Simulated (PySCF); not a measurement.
**AuCl₂⁺, singlet: data card**

Computed with PBE0 in PySCF with Au def2-TZVP with ECP60, Cl def2-TZVP; scalar-relativistic core potentials, no spin–orbit coupling; density-fitted integrals.

The structure is a minimum.

```xyz
3
charge 1 multiplicity 1, angstrom
Au    0.0000    0.0000   -0.3386
Cl    1.6687    0.0000    1.0568
Cl   -1.6687    0.0000    1.0568
```

```
Point group                                                                   : C2v
Bond lengths                                                                  : Au–Cl 2.175 Å (×2)
Bond angles                                                                   : Cl–Au–Cl 100.2°
Principal polarisabilities                                                    : 30.2, 46.7, 77.7 bohr³
Lowest empty level                                                            : -12.40 eV
Highest occupied level                                                        : -15.08 eV
Heat capacity Cp at 298.15 K                                                  : 53.6 J/(mol K)
Rotational symmetry number                                                    : 2
Zero-point energy                                                             : 5.3 kJ/mol
Principal quadrupole moments (Buckingham, traceless) about the centre of mass : -8.03, 1.72, 6.31 D Å
Rotational constants                                                          : 0.1677, 0.08657, 0.0571 cm⁻¹
Enthalpy at 298.15 K above 0 K                                                : 13.60 kJ/mol
Dipole moment about the centre of mass                                        : 0.88 D
Entropy at 298.15 K and 1 bar                                                 : 311.8 J/(mol K)
```

Harmonic modes (masses in u: Au 196.967, Cl 34.969):
```tsv
symmetry	ω (cm⁻¹)	IR (km/mol)	type
a1	64	1.0	bend
a1	410	0.2	stretch
b2	411	0.2	stretch
```

In C2v the vibrations span 2a1 + b2. Here b1 is antisymmetric to the molecular plane and b2 lies in it.

Charges (e):
```json
{"atom": "Au1", "Mulliken": "0.97", "Löwdin": "0.43", "polar tensor": "0.90", "Mayer order to Au1": "–"}
{"atom": "Cl2,3", "Mulliken": "0.02", "Löwdin": "0.28", "polar tensor": "0.05", "Mayer order to Au1": "1.07"}
```

Mulliken populations on Au1 (electrons outside its core potential): s 2.64, p 6.17, d 9.21, f 0.01.

Formally Au is in oxidation state +3, d8, with 0 unpaired electrons (the high-spin count would be 2). The polar-tensor charge on Au, 0.90, is far below the formal one.

Other isomers or separated fragments may lie lower. Spin–orbit coupling, left out here, can matter for elements this heavy.

The final relaxation and frequency run took of the order of 80 core-seconds on a shared host.
